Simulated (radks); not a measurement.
Values are calculated unless marked as measured or tabulated.
The osmium ion Os26+, 50 electrons, occupied as [Kr] 4d10 4f4. Code: a radial shooting solver on a logarithmic mesh with Libxc functionals. Model: scalar-relativistic Kohn-Sham, PBE, spin-polarised, spherical densities, point nucleus; open shells are filled with parallel spins first (spin-orbit coupling, left out, can overturn this in heavy ions). Some entries of the table are withheld. Estimate them.

orbital  occ.  eigenvalue (eV)  <r^2> (bohr^2)
1s down     1        -74719.16       0.0004332
1s up       1        -74719.15       0.0004332
2s up       1        -13707.85        0.006642
2s down     1        -13707.71        0.006642
2p up       3        -12042.66        0.005535
2p down     3        -12042.56        0.005535
3s up       1        -3839.261         0.04281
3s down     1        -3834.884         0.04274
3p up       3        -3350.088         0.04365
3p down     3        -3345.672         0.04357
3d up       5        -2805.198         0.03614
3d down     5        -2801.843         0.03605
4s up       1        -1418.762          0.1932
4s down     1        -1411.949          0.1936
4p up       3        -1249.580          0.2129
4p down     3        -1243.080          0.2134
4d up       5        -1043.238          0.2260
4d down     5        -1036.809          0.2269
4f up       4              (1)             (2)
4f down     0              (3)             (4)
5s up       0        -708.9568          0.6721
5s down     0        -705.7170          0.6752
5p up       0        -642.5355          0.7533
5p down     0        -639.5775          0.7567

Answer. 
(1) 4f up eigenvalue (eV): -820.0613
(2) 4f up <r^2> (bohr^2): 0.2159
(3) 4f down eigenvalue (eV): -812.9242
(4) 4f down <r^2> (bohr^2): 0.2175
